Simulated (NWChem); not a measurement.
# C4H5NS; SMILES Cc1nccs1

Program: NWChem. Pople sets run with spherical d functions. The geometry was optimised at B3LYP/6-31G* (spherical d). Level: B3LYP/6-31G* with SMD (1 M gas to 1 M solution), gas-phase geometry.

For solvent water:

| Property | Result |
|---|---|
| cavity-dispersion-structure term (kcal/mol) | 1.5 |
| dipole in solution (D) | 1.48 |

**Question.** What are these values for solvent toluene?

**Answer.** 
- cavity-dispersion-structure term (kcal/mol) = -1.6
- dipole in solution (D) = 1.24
